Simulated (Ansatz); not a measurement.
Harmonic frequencies (cm⁻¹) at PBE0-D4/def2-TZVP from Ansatz: 35, 56, 196, 223, 245, 276, 308, 313, 335, 337, 374, 378, 402, 402, 537, 657, 704, 729, 738, 757, 768, 858, 889, 3839, 3843, 3850, 3856.

Each molecule was computed in one conformer, which needn't be the lowest.

Task: Which molecule is it?
A. `[NH2][Mo]([NH2])(=[O])=[S]`
B. `C[N]=[Mo]([OH])([F])([Cl])[Cl]`
C. `C[O][Mo]([OH])([F])(=[S])[Cl]`
D. `[OH][Mo]([OH])([OH])([OH])([F])[Cl]`

Result: D.
